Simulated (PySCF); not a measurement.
Job file and geometry (Å, from GFN2-xTB) of an NMR shielding run on SMILES [SiH3]S[SiH]1C=CC=C1, C4H8SSi2, GIAO PBE0/pcSseg-1 NMR shielding, non-relativistic, gas phase (PySCF); density fitting, a coarse starting grid and PySCF grid level 2 are the driver's defaults:

```
$ OMP_NUM_THREADS=1 python probes_run.py task.json out

{"job": {"kind": "nmr", "xc": "PBE0", "basis": "pcSseg-1"}, "charge": 0, "multiplicity": 1}
Si     3.020785    -0.172370     0.359484
S      1.548283    -1.376513    -0.632504
Si    -0.075864     0.010909    -0.937182
C     -0.606835     0.954231     0.604563
C     -1.849492     0.579469     0.928667
C     -2.470714    -0.420215     0.070784
C     -1.738060    -0.868073    -0.954807
H      4.197633    -1.022494     0.357910
H      3.206401     1.050614    -0.413105
H      2.551416     0.134620     1.705038
H      0.231539     0.852702    -2.090589
H     -0.052912     1.685507     1.168600
H     -2.397882     0.967421     1.775848
H     -3.472972    -0.759736     0.291459
H     -2.095739    -1.608082    -1.648395
```

**Question.** What does the program print?

**Answer.** 
```
coarse grid: 14176 points
cycle   1  E = -1133.6961241786  dE =  7.952e-01  |g| = 4.281e-01  |ddm| = 3.678e+00
cycle   2  E = -1133.6851958512  dE =  1.093e-02  |g| = 4.779e-01  |ddm| = 9.812e-01
cycle   3  E = -1133.7466520550  dE = -6.146e-02  |g| = 4.489e-02  |ddm| = 5.465e-01
cycle   4  E = -1133.7467704434  dE = -1.184e-04  |g| = 3.955e-02  |ddm| = 7.338e-02
cycle   5  E = -1133.7471836724  dE = -4.132e-04  |g| = 5.625e-03  |ddm| = 3.877e-02
cycle   6  E = -1133.7471915832  dE = -7.911e-06  |g| = 1.826e-03  |ddm| = 8.614e-03
final grid: 123408 points
cycle   7  E = -1133.7898645148  dE = -1.797e-05  |g| = 8.805e-03  |ddm| = 2.802e-02
cycle   8  E = -1133.7898498796  dE =  1.464e-05  |g| = 1.122e-02  |ddm| = 2.286e-02
cycle   9  E = -1133.7898852475  dE = -3.537e-05  |g| = 1.127e-03  |ddm| = 1.374e-02
cycle  10  E = -1133.7898855514  dE = -3.038e-07  |g| = 3.699e-04  |ddm| = 1.278e-03
cycle  11  E = -1133.7898855863  dE = -3.496e-08  |g| = 4.153e-05  |ddm| = 3.636e-04
cycle  12  E = -1133.7898855867  dE = -4.175e-10  |g| = 1.849e-05  |ddm| = 8.000e-05
converged SCF energy = -1133.7898855867

GIAO shielding tensors (ppm)
atom      isotropic    diamagn.    paramagn.     s11        s22        s33       span
  0 Si     406.525     879.526    -473.001    363.165    403.023    453.386     90.221
  1 S      835.433    1060.191    -224.757    788.033    812.823    905.443    117.410
  2 Si     359.427     880.777    -521.351    307.643    378.471    392.165     84.523
  3 C       51.687     261.735    -210.048    -56.771     39.276    172.555    229.327
  4 C       31.596     254.974    -223.378    -87.324     39.401    142.712    230.036
  5 C       31.516     255.165    -223.649    -88.293     39.646    143.196    231.489
  6 C       50.609     261.531    -210.922    -55.611     38.659    168.780    224.391
  7 H       26.975      28.370      -1.395     22.817     24.676     33.432     10.615
  8 H       26.891      29.001      -2.111     23.320     24.947     32.405      9.085
  9 H       27.033      29.766      -2.733     22.595     25.753     32.750     10.154
 10 H       26.377      28.882      -2.505     22.556     23.931     32.645     10.089
 11 H       25.534      33.054      -7.519     23.476     24.880     28.247      4.771
 12 H       24.496      31.284      -6.788     22.009     23.447     28.031      6.022
 13 H       24.463      30.156      -5.693     22.209     23.456     27.725      5.516
 14 H       25.471      30.657      -5.185     23.758     25.258     27.398      3.640
```

**Question.** Turn these shieldings into chemical shifts. References, each an isolated molecule treated in the same way: 29Si (σ = 349.16 ppm) and 13C (σ = 186.93 ppm) and 1H (σ = 31.72 ppm) against TMS; CS2 for 33S (σ = 503.73 ppm).

**Answer.** Averaging equivalent atoms: Si 2: -10.3; Si 0: -57.4; S 1: -332; C 4/5: 155.4; C 3/6: 135.8; H 12/13: 7.24; H 11/14: 6.21; H 10: 5.34; H 7/8/9: 4.75 ppm. 

Size and cost of the density-fitted run: 180 basis functions, 86 s wall time on 1 thread of an Intel Xeon, shared host; peak memory 0.82 GiB.
